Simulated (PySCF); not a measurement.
Isomers of C6H10Cl2O, one GFN2-xTB conformer each. Single-point energies are computed at PBE0/pcSseg-1 (PySCF, gas phase, no added dispersion term), electronic only.

Question: Rank them by PBE0/pcSseg-1 energy, lowest first (kJ/mol).
A. `[Cl:1][CH2:2][C@@H:3]1[CH2:4][CH2:5][C@@H:6]([Cl:7])[CH2:8][O:9]1` with Cl1–C2–C3–C4 -67°, C2–C3–C4–C5 -176°, C3–C4–C5–C6 55°, C4–C5–C6–Cl7 -175°, C5–C6–C8–O9 58°
B. `[CH3:1]/[C:2](=[CH:3]\[CH2:4][CH2:5][OH:6])[CH:7]([Cl:8])[Cl:9]` with C2–C3–C4–C5 -117°, C3–C4–C5–O6 -62°, C4–C5–O6–H -58°, C1–C2–C7–Cl8 -73°

Answer: A (0.0), B (102.4).

As drawn, the higher has an O–H bond and a C=C bond outside aromatic rings, which the lower lacks. GFN2-xTB itself gives, in the same order: 0.0, 123.8. Both levels put the same isomer lowest.

Which frontier levels, dipoles and rotational constants go with these structures?

```csv
SMILES,"HOMO (eV, PBE0/pcSseg-1)",LUMO (eV),dipole (D),"A, B, C (MHz)"
ClC[C@@H]1CC[C@@H](Cl)CO1,-7.83,0.57,0.65,"3622, 475.1, 436.8"
C/C(=C\CCO)C(Cl)Cl,-7.30,-0.59,3.32,"1735, 602.4, 489.6"
```
